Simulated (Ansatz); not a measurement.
Molecule: BCl, charge 1, multiplicity 2. 
Geometry from a B3LYP-D3(BJ)/def2-TZVP (Ansatz, a program for electronic structure) optimisation:
```xyz
2

B      0.0000     0.0000    -1.2365
Cl     0.0000     0.0000     0.3637
```
Charge +1, spin multiplicity 2.

Basis-set convergence of Hartree-Fock and CCSD(T) correlation energies (hartree) with Ansatz. Correlated levels leave the core frozen unless marked. Open shells are spin-unrestricted. Spin-orbit coupling is left out. Non-relativistic.

| basis | functions | E(HF) | E(corr, CCSD(T)) |
|---|---|---|---|
| cc-pV(D+d)Z | 37 | -483.81479 | -0.20209 |
| cc-pV(T+d)Z | 69 | -483.83568 | -0.26165 |
| cc-pV(Q+d)Z | 119 | -483.84080 | -0.28199 |
| cc-pV(5+d)Z | 191 | -483.84168 | -0.28884 |

Extrapolating the two largest sets (X = 4 and 5) as X^-3: E(corr) = (125·(-0.28884) - 64·(-0.28199))/61 = -0.2960 Eh, an estimate of the basis-set limit. The largest set recovers 97.6 % of it, the smallest 68.3 %.
